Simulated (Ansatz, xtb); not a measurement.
# Two isomers of CHS2Se−

Structure a is `S=C(S)[Se-]`, a singlet and structure b is `S=CS[Se-]`, a singlet. Both are isolated ions in the gas phase, relaxed with PBE0-D3(BJ)/def2-SVPD; the shapes shown needn't be the lowest conformers.

a (Å):

```xyz
5

C    -0.7864    1.3471    0.6462
S     0.0390    2.7937    0.4896
S    -0.6289    0.4106    2.1586
Se   -1.8974    0.5162   -0.5627
H     0.2143    1.2614    2.7961
```

b (Å):

```yaml
atoms:
  - { symbol: C, position_ang: [-0.2402, 0.7782, 1.3236] }
  - { symbol: S, position_ang: [0.4963, -0.2724, 2.3796] }
  - { symbol: S, position_ang: [-1.2856, 2.0404, 1.7570] }
  - { symbol: Se, position_ang: [-1.9386, 3.0777, -0.0730] }
  - { symbol: H, position_ang: [-0.0795, 0.7051, 0.2368] }
```

Energies in hartree; the thermal terms are from PBE0-D3(BJ)/def2-SVPD harmonic frequencies (ideal gas, rigid rotor, one conformer each, 298.15 K, 1 atm) and include the zero-point energy:

```
                                a            b
E, CCSD(T)/def2-SVPD  −3233.549311  −3233.549510
    E, MP2/def2-SVPD  −3233.497260  −3233.493927
  E, MP2/def2-TZVPPD  −3234.224945  −3234.226601
   zero-point energy      0.016162      0.018260
        H(298 K) − E      0.021994      0.024270
        G(298 K) − E     −0.014081     −0.012322
```

Correct the CCSD(T) difference for the basis set by the MP2 change, then work out ΔE, ΔE₀, ΔH and ΔG for a → b in kJ/mol (1 Eh = 2625.50 kJ/mol) and the equilibrium ratio [b]/[a].

1. Differences b − a: CCSD(T) −0.000199, MP2 in the small set +0.003333, MP2 in the large set −0.001656 Eh.
2. ΔE = −0.000199 + (−0.001656 − (+0.003333)) = −0.005188 Eh = −13.62 kJ/mol.
3. ΔE₀ = ΔE + ΔZPE = −0.005188 + (+0.002098) Eh = −8.11 kJ/mol.
4. ΔH = ΔE + (+0.002276) Eh = −7.65 kJ/mol.
5. ΔG = ΔE + (+0.001759) Eh = −9.00 kJ/mol, so ΔS = (ΔH − ΔG)/T = +4.6 J/(mol K).
6. kT = 0.9442 mEh, so K = [b]/[a] = exp(−ΔG/kT) = exp(+3.63) ≈ 38.

The sums favour b, but ΔE leans on the basis-set step (CCSD(T) alone has the other sign or is under 1 kcal/mol), so the order isn't settled. An error of 4 kJ/mol in ΔG would change K by a factor of 5. The basis-set step is large, which makes the value less sure. CCSD(T)/def2-SVPD found them nearly level. HF/STO-3G, MP2/def2-SVPD gave ΔE the other sign. Large T1 diagnostics make the coupled-cluster value less sure. Mirror images and further conformers aren't counted.

As drawn, b has 1 S–Se, 1 C–H in place of 1 C–Se, 1 S–H.

Other levels gave ΔE = −58.8 (GFN2-xTB); +3.1 (HF/STO-3G, GFN2-xTB geometries); −12.4 (r2SCAN-D4/def2-SVPD, GFN2-xTB geometries); −12.1 (PBE0-D3(BJ)/def2-SVPD); −18.4 (HF/def2-SVPD); +8.8 (MP2/def2-SVPD); −0.5 (CCSD(T)/def2-SVPD) kJ/mol. The correlated steps freeze 20 core orbitals; the filled d shell of Se is correlated, in a basis made for valence electrons. Programs: Ansatz 0.2.0, xtb 6.7.1.
